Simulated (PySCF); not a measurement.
C₂H₈N, charge +1. Atoms are numbered in the order given.

```xyz
11

C      1.2531     0.0000    -0.2710
N      0.0000     0.0000     0.5323
C     -1.2531     0.0000    -0.2710
H      2.1163     0.0000     0.4059
H      1.2681    -0.8978    -0.9010
H      1.2681     0.8978    -0.9010
H      0.0000     0.8155     1.1588
H      0.0000    -0.8155     1.1588
H     -2.1163     0.0000     0.4059
H     -1.2681     0.8978    -0.9010
H     -1.2681    -0.8978    -0.9010
```
Charge +1, spin multiplicity 1.

Coordinates come from a PBE0-D3(BJ)/def2-SVP optimisation. The isomer is the one that the SMILES or the coordinates give; other isomers of the formula were not compared.

The numbers are results of B3LYP/pcSseg-1 (PySCF), not measurements.

GIAO shieldings, no solvent; atoms alike by connectivity are averaged. δ = σ(ref) − σ: ¹³C against TMS (σ = 181.3 ppm); ¹⁵N against NH3 (σ = 265.5 ppm); ¹H against TMS (σ = 31.68 ppm), references at their B3LYP-D3(BJ)/def2-TZVP geometries, non-relativistic.

| nucleus | atoms | count | δ (ppm) |
|---|---|---|---|
| ¹³C | C1, C3 | 2 | 42.1 |
| ¹⁵N | N2 | 1 | 61.5 |
| ¹H | H7, H8 | 2 | 4.55 |
| ¹H | H4, H5, H6, H9, H10, H11 | 6 | 3.60 |
